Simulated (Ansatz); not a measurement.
```yaml
crystal:
  periodic: [false, false, false]
  atoms:
    - {symbol: C, position_ang: [-0.253971, 1.754653, 0.332595]}
    - {symbol: In, position_ang: [-0.060473, -0.196147, 0.188350]}
    - {symbol: N, position_ang: [0.706184, -1.079618, -1.253227]}
    - {symbol: S, position_ang: [-0.600198, -1.539750, 1.851510]}
    - {symbol: H, position_ang: [0.649456, 2.186507, 0.266836]}
    - {symbol: H, position_ang: [-0.828548, 2.099430, -0.414009]}
    - {symbol: H, position_ang: [-0.671796, 1.996704, 1.210449]}
    - {symbol: H, position_ang: [0.567333, -1.990998, -1.356756]}
    - {symbol: H, position_ang: [0.727634, -0.669504, -2.085290]}
    - {symbol: H, position_ang: [-0.235613, -2.561286, 1.259541]}
basis:
  gaussian: {orbitals: def2-SVPD}
total_charge: 1
magnetization: {spin_polarized: true, initial_magnetization: 1}
hamiltonian: {xc: {name: B97}}
output: {forces: true}
```

```sh
$ ansatz run in.yaml --threads 4 --pin off --events-out ev --progress --plain --max-ram 10444MiB
```

It prints (some lines left out):

```
Functional definition: B97
1545 factors; integrals over basis functions are off by at most 1.0e-3 eV
mean field evaluation 1: about -18594.5724 eV, gradient 7.0e1 eV
mean field evaluation 2: about -18530.3603 eV, gradient 1.1e2 eV
mean field evaluation 4: about -18611.7648 eV, gradient 2.9e1 eV
mean field evaluation 8: about -18617.0131 eV, gradient 4.8e-1 eV
mean field evaluation 16: about -18617.0535 eV, gradient 1.5e-3 eV
mean field -18617.05351818 eV, -684.1640977009 hartree, gradient 2.4e-5 eV, S^2 0.762730; 3 other end points of the search recorded, 0 dependent functions left out
reference -18617.05356585 eV, -684.1640994527 hartree; 28, 27 occupied and 119, 120 virtual orbitals, 1545 factors
Total energy: -18617.05356585 eV, -684.1640994527 hartree
Atom 0 at    -0.253971     1.754653     0.332595 Å, force     0.014088    -1.062614    -0.077063 eV/Å
Atom 1 at    -0.060473    -0.196147     0.188350 Å, force    -0.783558     3.055747     1.492003 eV/Å
Atom 2 at     0.706184    -1.079618    -1.253227 Å, force     1.879691    -0.201297     0.816554 eV/Å
Atom 3 at    -0.600198    -1.539750     1.851510 Å, force    -2.402647     0.579794     5.042456 eV/Å
Atom 4 at     0.649456     2.186507     0.266836 Å, force     3.841412     1.898149    -0.288252 eV/Å
Atom 5 at    -0.828548     2.099430    -0.414009 Å, force    -2.441690     1.560583    -3.167241 eV/Å
Atom 6 at    -0.671796     1.996704     1.210449 Å, force    -1.799264     1.097524     3.747078 eV/Å
Atom 7 at     0.567333    -1.990998    -1.356756 Å, force    -0.347816    -5.574076    -0.803940 eV/Å
Atom 8 at     0.727634    -0.669504    -2.085290 Å, force     0.680791     2.419942    -5.046894 eV/Å
Atom 9 at    -0.235613    -2.561286     1.259541 Å, force     1.358994    -3.773752    -1.714700 eV/Å
Dipole moment:     0.096418    -0.433295    -0.437611 e Å
```

It took 10 s on 4 threads of an Intel Xeon 6975P-C on a shared host, with 0.71 GiB of host memory at the peak.
